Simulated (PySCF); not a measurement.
C₆ coefficients of unlike pairs at UHF

Calculated with PySCF 2.14 from the dipole response of each species, C₆(A,B) = (3/π) ∫ α_A(iu) α_B(iu) du, in atomic units, from isotropic polarisabilities. For ions this is the dispersion term alone; charge-induced terms of lower order in 1/R come first.

```csv
species,configuration,basis,relativity,α (bohr³),C₆ (like pair)
Pb³⁺,[Xe] 4f14 5d10 6s1 (2S),aug-cc-pVQZ-PP with ECP60MDF (7s7p5d3f2g),core potential,9.949,50.73
Xe,[Xe] (1S),aug-cc-pwCVDZ-PP with ECP28MDF (6s5p4d1f),core potential,25.26,268.8
Ti²⁺,[Ar] 3d2 (3F),aug-cc-pVDZ-DK (7s6p4d2f),spin-free X2C,4.111,11.91
P⁺,[Ne] 3s2 3p2 (3P),def2-TZVPPD (6s5p4d1f),none,14.59,75.94
```

Question: Estimate C₆ for P⁺ with Ti²⁺.

Answer: The integral gives 27.85. The combination rule 2 C_A C_B / (C_A α_B/α_A + C_B α_A/α_B) gives 28.41 and the geometric mean 30.07.

No spin-orbit coupling is included.

The other pairs:

```
      pair     C₆
  Xe, Pb³⁺  114.5
  P⁺, Pb³⁺  59.61
    P⁺, Xe  142.2
Ti²⁺, Pb³⁺  24.41
  Ti²⁺, Xe  54.13
```
